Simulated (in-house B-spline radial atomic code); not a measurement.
RPA correlation on LDA exchange-only: neutral palladium

Configuration [Kr] 4d10, mean-field start LDA exchange-only. Computed with an all-electron radial atomic-structure program (B-spline basis): all electrons, non-relativistic, point nucleus, each spin shell either full or empty, empty states to l = 9 with an (l + 1/2)⁻⁴ tail; G0W0 by contour deformation at full frequency.

Without relativity these are model numbers: it shifts the levels of so heavy an element strongly and can reorder them.

The highest G0W0 level has too low a weight to be given.

Command:
```bash
python run_gw.py task.json out
```
Settings (radii: box in bohr, nucleus in fm):
```
Z                        46
electrons                46
configuration            [Kr] 4d10
hamiltonian              nr
method                   lda,
lmax                     9
spin_polarised           False
box_radius               40
intervals                57
```

Time taken, with all properties: 2.4 s on 1 thread of Arm Neoverse V2 (shared host).

Energies (hartree):

```json
{"term": "mean-field total", "value": "-4931.01003"}
{"term": "Hartree-Fock functional on these orbitals", "value": "-4937.85703"}
{"term": "direct second order", "value": "-4.2311"}
{"term": "second-order exchange", "value": "1.1579"}
{"term": "SOSEX correction", "value": "1.0462"}
```

Question: What is the RPA correlation energy, and what remains with SOSEX?

Answer: RPA gives -3.5576 hartree (-2.1 eV per electron); RPA + SOSEX gives -2.5114, and the second-order doubles -3.0732 hartree (no singles). SOSEX takes back 29 % of the RPA value.
